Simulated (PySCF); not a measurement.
# CH12N4Si4

The system: CH12N4Si4, a molecule; neutral, singlet. The structure, one conformer, was relaxed in the gas phase by PBE0-D3(BJ)/def2-SVP. No frequency run checks that it is a minimum.

SMILES: N#C[Si](N[SiH3])(N[SiH3])N[SiH3]

Coordinates in Å:
```
Si1    -0.271    1.656    2.264
N2      0.639    0.709    1.107
Si3     0.067   -0.202   -0.237
N4     -0.721   -1.702    0.048
Si5    -2.416   -2.128   -0.123
N6      1.418   -0.396   -1.283
Si7     2.737    0.729   -1.528
C8     -1.298    0.819   -1.018
N9     -2.128    1.448   -1.529
H10    -1.713    1.511    1.920
H11    -0.030    1.156    3.653
H12     0.115    3.099    2.226
H13     1.630    0.596    1.306
H14    -0.147   -2.426    0.472
H15    -2.532   -3.541    0.347
H16    -3.302   -1.261    0.708
H17    -2.867   -2.044   -1.543
H18     1.339   -1.146   -1.964
H19     2.269    2.088   -1.934
H20     3.612    0.160   -2.594
H21     3.537    0.880   -0.272
```

Shieldings: GIAO PBE0/pcSseg-1. Shifts are against computed references at the same level: C TMS (σ 184.4 ppm), H TMS (σ 31.27 ppm), Si TMS (σ 352.0 ppm). Core levels by delta-SCF with SCAN, pcX-2 on the ionised atom and pcseg-1 elsewhere, spin-free X2C (2p3/2 is the spin-free 2p value less a third of a first-order spin-orbit splitting); from the vacuum level, for chosen atoms.

(1) Give the NMR and core-level values of the distinct atoms.

(2) By CAM-B3LYP/def2-SVPD (TDDFT singlets, Tamm-Dancoff triplets, ionisation by delta-SCF), where does absorption start, and what does vertical ionisation take?

Results:

(1) 
```
      atoms   bonded to  σ (ppm)  δ (ppm)  core level (eV)
        Si1   1 N + 3 H    406.3    -54.3                -
         N2  2 Si + 1 H    237.3        -        1s 404.41
        Si3   1 C + 3 N    404.5    -52.5     2p3/2 107.88
         N4  2 Si + 1 H    237.2        -        1s 404.40
        Si5   1 N + 3 H    403.9    -51.9                -
         N6  2 Si + 1 H    242.6        -        1s 404.48
        Si7   1 N + 3 H    406.0    -54.0                -
         C8  1 N + 1 Si     57.2    127.2        1s 291.36
         N9         1 C    -97.5        -                -
H10 H11 H12        1 Si    26.47     4.79                -
        H13         1 N    30.81     0.46                -
        H14         1 N    31.07     0.20                -
H15 H16 H17        1 Si    26.47     4.79                -
        H18         1 N    30.97     0.30                -
H19 H20 H21        1 Si    26.62     4.65                -
```

Values are those of this one static structure, with the three H of a rotating XH3 group averaged; atoms that internal rotation interchanges would show their mean in an NMR spectrum.

The core-hole state of C8 is spin-contaminated (⟨S²⟩ 0.82 against 0.75 for a pure doublet), so that value and differences from it are less sure.

(2) The lowest singlet lies at 6.50 eV (f 0.011), the strongest of the first 6 at 7.26 eV (f 0.037), the lowest triplet at 5.80 eV; vertical ionisation takes 9.63 eV.

The 3 runs behind this took 13 min in all, one thread each of Arm Neoverse V2 on a shared host, launched as `OMP_NUM_THREADS=1 python cluster_run.py task.json out`.
